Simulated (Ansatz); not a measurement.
`[CH3][GeH2][F]` → H–F + `[CH3][GeH]` at 400 K and 1 bar (germylene formation by 1,1-elimination).

Isolated molecules relaxed with PBE0-D4/def2-TZVP in Ansatz; ΔE leaves out vibrations. CCSD(T)/CBS adds triple-zeta CCSD(T) − MP2 to the extrapolated MP2 energy (def2 sets, frozen cores). This one scheme is used for every species. For Ge outer-core shells are correlated without core-valence functions, which leaves a few kJ/mol of doubt a bond. Scalar relativity is left out up to krypton.

```tsv
species	CCSD(T)/CBS energy (Eh)	H − E (kJ/mol)	S (J/(mol·K))
`[CH3][GeH2][F]`	-2217.00316	167.7	327.3
H–F	-100.39570	36.5	182.2
`[CH3][GeH]`	-2116.52215	127.5	291.3
```

H − E and S are ideal-gas, rigid-rotor, harmonic terms from PBE0-D4/def2-TZVP. 1 Eh = 2625.50 kJ/mol, R = 8.31446 J/(mol·K).

Question: By hand: ΔE, ΔH, ΔS and ΔG.

Answer: ΔE = (-100.39570) + (-2116.52215) − (-2217.00316) = 0.08531 Eh = 224.0 kJ/mol. Δ(H − E) = 36.5 + 127.5 − 167.7 = -3.7, so ΔH = 220.3 kJ/mol. ΔS = 182.2 + 291.3 − 327.3 = 146.2 J/(mol·K). ΔG = 220.3 − 400 × (146.2)/1000 = 161.8 kJ/mol.

Question: By hand: the equilibrium constant, and the temperature at which ΔG would vanish if ΔH and ΔS stayed fixed.

Answer: log₁₀ K = −ΔG/(RT ln 10) = -21.1. ΔG = 0 at ΔH/ΔS = 1507 K.

The number of gas molecules changes by +1, which sets the sign of ΔS. A doubt of 5 kJ/mol in ΔE shifts log₁₀ K by 0.7 here. These are equilibria of isolated gas molecules and say nothing of rates. Largest T1 diagnostic: 0.011 (customary marks: 0.02 for closed shells, 0.045 for open ones).
